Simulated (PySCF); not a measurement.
PySCF input for F₂HOS, SMILES FS(F)=[OH+], charge +1, PBE0/pcSseg-2. The structure is a stationary point at B3LYP-D3(BJ)/def2-SVP. The isomer is the one that the SMILES or the coordinates give; other isomers of the formula were not compared.

```python
import numpy as np
from pyscf import gto, scf, dft
from pyscf.prop.nmr import rks as nmr

mol = gto.M(
    atom='''
    O     1.41645489    0.16609766   -0.00000000
    S     0.00974155   -0.46379594    0.00000000
    F    -0.72346842    0.27454532   -1.16880824
    F    -0.72346842    0.27454532    1.16880824
    H     1.53492745    1.15013797   -0.00000000
    ''',
    basis='pcSseg-2',
    charge=1,
    spin=0,
    max_memory=1600,
    verbose=3,
)
mf = dft.RKS(mol, xc='pbe0').density_fit(auxbasis='def2-universal-jkfit')
mf.grids.level = 3
mf.conv_tol = 1e-10
mf.max_cycle = 100
mf.kernel()
n = nmr.NMR(mf)
n.verbose = 2
n.max_cycle_cphf = 60
sigma = n.kernel()
print('atom   isotropic/ppm   span/ppm')
for i, s in enumerate(sigma):
    w = np.linalg.eigvalsh((s + s.T) / 2)
    print(f'{mol.atom_symbol(i):2s}{i + 1:3d} {w.mean():14.3f} {w[2] - w[0]:11.3f}')
```

Output:

```
converged SCF energy = -673.083298656943
atom   isotropic/ppm   span/ppm
O   1        122.908     201.105
S   2        -82.363     239.498
F   3        101.167     347.139
F   4        101.167     347.139
H   5         22.259      14.524
```

The run converged.
